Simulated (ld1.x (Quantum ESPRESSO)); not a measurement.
**Before and after: TM potential for gold (Au)**

gold, norm-conserving Troullier–Martins (Kleinman–Bylander form), made with ld1.x (Quantum ESPRESSO) 7.5 (LDA (PZ), scalar-relativistic). Core [Kr] 4d10 4f14 5s2, reference 5p6 5d10 6s0 6p0 (charge +1). Waves: 6s (bound, empty): rc 1.80 bohr; 5p (bound): rc 1.35 bohr; 5d (bound): rc 1.85 bohr. Local part: the d channel. Core correction: none.

All-electron outer shells of the reference configuration (LDA (PZ), scalar-relativistic, ld1.x):

| shell | level (eV) | outermost node (bohr) | outermost maximum (bohr) |
| --- | --- | --- | --- |
| 5s | -117.35 | 0.48 | 0.84 |
| 4f | -90.12 | – | 0.37 |
| 5p | -68.67 | 0.52 | 0.96 |
| 5d | -15.62 | 0.56 | 1.21 |
| 6s | -13.60 | 1.11 | 2.24 |
| 6p | -6.89 | 1.31 | 2.98 |

Change: wave 5d (bound): rc 1.85 bohr becomes 5d (bound): rc 1.52 bohr.

Cutoffs: the cutoffs (Ry, on a coarse ladder) from which the occupation-weighted sum of valence levels, in a spherical-Bessel basis at the reference potential, stays within 10 and 1 mRy of its value at 400 Ry; they do not see the model core or the augmentation charge, which bear on the density cutoff. Errors are all-electron minus pseudo energies relative to the spin-unpolarised reference configuration.

Task: What does the change do?

Result: The potential gets neither clearly harder nor softer (100 Ry and 140 Ry → 100 Ry and 140 Ry); both files keep a bound ghost (s); of the 9 tests that both files solve, the error grows in 2 and shrinks in 0 by more than 15 % and 0.3 meV (median size 21.1 → 20.8 meV).

```csv
quantity,base,changed
"cutoff, loose",100 Ry,100 Ry
"cutoff, tight",140 Ry,140 Ry
bound ghosts,s,s
"error for 5p6 5d10 6s1 6p0, meV [ΔE -9.77 eV]",-0.5,-0.5
"error for 5p6 5d9 6s0 6p0, meV [ΔE 21.50 eV]",-1.8,-2.1
"error for 5p6 5d8 6s0 6p0, meV [ΔE 55.67 eV]",-7.0,-8.6
"error for 5p5 5d10 6s1 6p0, meV [ΔE 56.63 eV]",-166,-170
"error for 5p6 5d9 6s1 6p1, meV [ΔE -2.26 eV]",-113,-128
"error for 5p6 5d9 6s2 6p0, meV [ΔE -8.17 eV]",-24,-24
"error for 5p6 5d10 6s0 6p1, meV [ΔE -4.38 eV]",-78,-89
"error for 5p6 5d10 6s1 6p0 (spin-polarised), meV [ΔE -9.91 eV]",0.0,0.0
"error for 5p6 5d9 6s0 6p0 (spin-polarised), meV [ΔE 21.36 eV]",+21,+21
```

 A true bound ghost makes a file unfit for plane-wave use even where its test errors are small: the radial tests pick states by their node count and pass the ghost by.
